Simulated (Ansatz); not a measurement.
Cost and result for the atomization energy of CH$_{3}$BFI (`FCBI`) (7 atoms, 6 bonds).

```xyz
7

F    -1.4411    0.7362    0.6418
C    -0.4519    0.4979   -0.2884
B     0.6366   -0.5371    0.1053
I     0.6233   -1.5348    1.9523
H    -0.9256    0.1695   -1.2265
H     0.0415    1.4529   -0.5268
H     1.5171   -0.7846   -0.6577
```

The species carries charge 0 and has multiplicity 1. Correlated methods include outer-core shells of I, which these sets cover unevenly. I: def2 effective core potential. All single points use the PBE0-D4/def2-TZVP geometry. It is one conformer, not always the lowest. Program: Ansatz. All runs use 2 threads of an Arm Neoverse V2 on a shared host. Times are those of one run each, without the atoms' runs, and a repeat can differ threefold. Electronic energies, without spin–orbit coupling; frozen cores. CCSD(T)/CBS adds CCSD(T) − MP2 in def2-TZVPP to the MP2 limit, and its time is that of the two runs behind it. T1 = 0.012. With those shells the extrapolation isn't a true limit. B3LYP takes the VWN-RPA correlation (the form of Gaussian; ORCA's B3LYP/G).

CCSD(T)/CBS is a level of theory with its own doubt, some kJ/mol a heavy atom from the limit and from the frozen cores, so smaller differences don't rank the functionals.

```json
{"level": "LDA (SPW92)/def2-TZVPP", "functions": "185", "wall time": "1.1 s", "atomization (kcal/mol)": "669.1", "difference from CCSD(T)/CBS": "92.7", "per bond": "15.4"}
{"level": "revPBE-D4/def2-TZVPP", "functions": "185", "wall time": "1.8 s", "atomization (kcal/mol)": "576.8", "difference from CCSD(T)/CBS": "0.4", "per bond": "0.1"}
{"level": "PBE0-D4/def2-TZVPP", "functions": "185", "wall time": "2.4 s", "atomization (kcal/mol)": "581.6", "difference from CCSD(T)/CBS": "5.2", "per bond": "0.9"}
{"level": "CAM-B3LYP-D4/def2-TZVPP", "functions": "185", "wall time": "2.8 s", "atomization (kcal/mol)": "578.7", "difference from CCSD(T)/CBS": "2.3", "per bond": "0.4"}
{"level": "B3LYP-D4/def2-TZVPP (with forces)", "functions": "185", "wall time": "3.5 s", "atomization (kcal/mol)": "576.5", "difference from CCSD(T)/CBS": "0.1", "per bond": "0.0"}
{"level": "r2SCANh-D4/def2-TZVPP", "functions": "185", "wall time": "3.9 s", "atomization (kcal/mol)": "577.5", "difference from CCSD(T)/CBS": "1.1", "per bond": "0.2"}
{"level": "CCSD(T)/def2-SVP", "functions": "83", "wall time": "4 s", "atomization (kcal/mol)": "547.0", "difference from CCSD(T)/CBS": "-29.4", "per bond": "-4.9"}
{"level": "r2SCAN-D4/def2-TZVPP (with forces)", "functions": "185", "wall time": "4.3 s", "atomization (kcal/mol)": "581.7", "difference from CCSD(T)/CBS": "5.3", "per bond": "0.9"}
{"level": "PBE-QIDH/def2-TZVPP", "functions": "185", "wall time": "4.7 s", "atomization (kcal/mol)": "576.6", "difference from CCSD(T)/CBS": "0.2", "per bond": "0.0"}
{"level": "B97M-V/def2-TZVPP", "functions": "185", "wall time": "9 s", "atomization (kcal/mol)": "578.1", "difference from CCSD(T)/CBS": "1.7", "per bond": "0.3"}
{"level": "MP2/def2-QZVPP", "functions": "343", "wall time": "14 s", "atomization (kcal/mol)": "585.9", "difference from CCSD(T)/CBS": "9.5", "per bond": "1.6"}
{"level": "CCSD(T)/def2-TZVPP", "functions": "185", "wall time": "89 s", "atomization (kcal/mol)": "561.5", "difference from CCSD(T)/CBS": "-14.9", "per bond": "-2.5"}
{"level": "CCSD(T)/CBS(def2)", "functions": "–", "wall time": "100 s", "atomization (kcal/mol)": "576.4", "difference from CCSD(T)/CBS": "0.0", "per bond": "0.0"}
```

At CCSD(T), def2-SVP lies −29.5 kcal/mol from the extrapolated value and def2-TZVPP −14.9 kcal/mol: correlation converges slowly with the basis, and small sets miss more of it in the bonded molecule than in its fragments. From PBE to PBE0 (25 % exact exchange), in def2-TZVPP and without D4, the atomization energy moves by −11.6 kcal/mol: exact exchange takes away binding that semilocal exchange gives to molecules. In def2-TZVPP, CCSD(T) changes the Hartree–Fock value by +134.6 kcal/mol (the triples alone add +9.6 kcal/mol) and MP2 by +150.3 kcal/mol; breaking electron pairs costs correlation energy, which Hartree–Fock lacks.

Spin–orbit coupling would lower the free I atoms strongly, and the atomization energy with them, by more than many differences here.
